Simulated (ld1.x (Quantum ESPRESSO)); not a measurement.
# P (Z = 15), TM: configuration errors across variants

```json
{"Element": "phosphorus (P)", "Generator": "ld1.x (Quantum ESPRESSO) 7.5", "Type": "norm-conserving Troullier–Martins (Kleinman–Bylander form)", "Functional": "PBE", "Relativity": "non-relativistic", "Frozen core": "[Ne]", "Valence charge": "5", "Reference configuration": "3s2 3p1 (charge +2)", "Partial waves": "3s (bound): rc 1.35 bohr; 3p (bound): rc 1.60 bohr", "Local potential": "all-electron potential smoothed inside 1.20 bohr (lloc = -1)", "Core correction": "Bessel-smoothed model core inside 1.10 bohr"}
```

All-electron excitation energies from the reference (eV): (1) 3s2 3p3 -28.901; (2) 3s2 3p2 -19.159; (3) 3s2 3p0 29.749; (4) 3s1 3p4 -20.454; (5) 3s1 3p3 -10.134; (6) 3s0 3p5 -11.878; (7) 3s2 3p3.3 -30.211.

3 further variants failed, have other tests or another functional or relativity, and are left out.

A true bound ghost makes a file unfit for plane-wave use even where its test errors are small: the radial tests pick states by their node count and pass the ghost by.

Errors AE − PS in meV (a dash: test not solved or not reliable):

| change | (1) | (2) | (3) | (4) | (5) | (6) | (7) | bound ghosts |
| --- | --- | --- | --- | --- | --- | --- | --- | --- |
| base | +34 | +13 | +25 | +23 | +7.1 | +13 | +39 | none |
| wave 3p (bound): rc 1.60 bohr becomes 3p (bound): rc 1.56 bohr | +34 | +13 | +24 | +23 | +7.2 | +14 | +38 | none |
| all radii but the core radius scaled by about 1.29 (s 1.74, p 2.08 bohr); local potential all-electron potential smoothed inside 1.56 bohr (lloc = -1) | +30 | +11 | +20 | +21 | +6.0 | +10 | +34 | none |
| local potential all-electron potential smoothed inside 0.64 bohr (lloc = -1) | +29 | +10 | +13 | +25 | +7.3 | +16 | +34 | s |
| core correction Bessel-smoothed model core inside 1.06 bohr | +34 | +13 | +24 | +23 | +7.1 | +13 | +38 | none |
| type PAW; waves now 3s (bound): rcut 1.15, rcutus 1.35 bohr; 3s channel at -2.2 Ry: rcut 1.15, rcutus 1.35 bohr; 3p (bound): rcut 1.40, rcutus 1.60 bohr; 3p channel at -1.05 Ry: rcut 1.40, rcutus 1.60 bohr; local potential all-electron potential smoothed inside 1.50 bohr (lloc = -1); augmentation PSQ, radius 1.05 bohr | -6.6 | -3.2 | -10 | -4.3 | -1.8 | -3.0 | -6.9 | none |
| wave 3s (bound): rc 1.35 bohr becomes 3s (bound): rc 1.82 bohr | +36 | +14 | +27 | +24 | +6.5 | +7.4 | +41 | none |

Task: Give the same row for: local potential the s channel.

Result: +27, +10, +18, +20, +6.4, +12, +31; bound ghosts: none.
